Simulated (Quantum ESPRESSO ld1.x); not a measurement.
Question: Nb+, configuration [Ar] 3d10 4s1 4p6 4d4 4f1 (not the ground configuration). All-electron calculation, Dirac Kohn-Sham, BLYP, spin-unpolarised, spherical densities, point nucleus; open shells fill j = l - 1/2 first. Program: ld1.x of Quantum ESPRESSO 7.5. Some entries of the table are withheld. Estimate them.

| orbital | occ. | eigenvalue (hartree) | r(max) (bohr) | <r> (bohr) |
|---|---|---|---|---|
| 1s1/2 | 2 | -691.722 | 0.02349 | 0.03609 |
| 2s1/2 | 2 | -97.3102 | 0.1333 | (1) |
| 2p1/2 | 2 | -89.3714 | 0.1038 | 0.1346 |
| 2p3/2 | 4 | -85.8488 | 0.1076 | 0.1391 |
| 3s1/2 | 2 | -16.7804 | 0.3957 | 0.4430 |
| 3p1/2 | 2 | (2) | 0.3831 | (3) |
| 3p3/2 | 4 | (4) | 0.3924 | (5) |
| 3d3/2 | 4 | (6) | 0.3327 | 0.4306 |
| 3d5/2 | 6 | (7) | 0.3354 | 0.4341 |
| 4s1/2 | 1 | -2.73676 | 1.025 | 1.145 |
| 4p1/2 | 2 | -1.89778 | 1.096 | (8) |
| 4p3/2 | 4 | -1.81634 | 1.120 | (9) |
| 4d3/2 | 4 | -0.61545 | 1.405 | (10) |
| 4d5/2 | 0 | -0.60749 | 1.416 | (11) |
| 4f5/2 | 1 | -0.08570 | 7.467 | 8.319 |
| 4f7/2 | 0 | -0.08570 | 7.467 | 8.320 |

Answer: 
(1) 2s1/2 <r> (bohr): 0.1577
(2) 3p1/2 eigenvalue (hartree): -13.7913
(3) 3p1/2 <r> (bohr): 0.4385
(4) 3p3/2 eigenvalue (hartree): -13.2203
(5) 3p3/2 <r> (bohr): 0.4490
(6) 3d3/2 eigenvalue (hartree): -7.93783
(7) 3d5/2 eigenvalue (hartree): -7.83148
(8) 4p1/2 <r> (bohr): 1.255
(9) 4p3/2 <r> (bohr): 1.285
(10) 4d3/2 <r> (bohr): 1.798
(11) 4d5/2 <r> (bohr): 1.813
